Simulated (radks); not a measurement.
Problem. The phosphorus ion P2+, configuration [Ne] 3s0.5 3p2.5 (fractional occupations, a model configuration). All-electron calculation, scalar-relativistic Kohn-Sham, PBE, spin-polarised, spherical densities, point nucleus; open shells are filled with parallel spins first. Program: a radial shooting solver on a logarithmic mesh with Libxc functionals. Some entries of the table are withheld. Estimate them.

| orbital | occ. | eigenvalue (hartree) | <1/r> (bohr^-1) |
|---|---|---|---|
| 1s up | 1 | -77.54320 | 14.65 |
| 1s down | 1 | -77.52590 | 14.65 |
| 2s up | 1 | -7.32495 | 2.825 |
| 2s down | 1 | -7.30256 | 2.826 |
| 2p up | 3 | (1) | 2.714 |
| 2p down | 3 | (2) | 2.715 |
| 3s up | 0.5 | -1.33657 | 0.7943 |
| 3p up | 2.5 | (3) | 0.6986 |

Solution. 
(1) 2p up eigenvalue (hartree): -5.50948
(2) 2p down eigenvalue (hartree): -5.48232
(3) 3p up eigenvalue (hartree): -0.97317
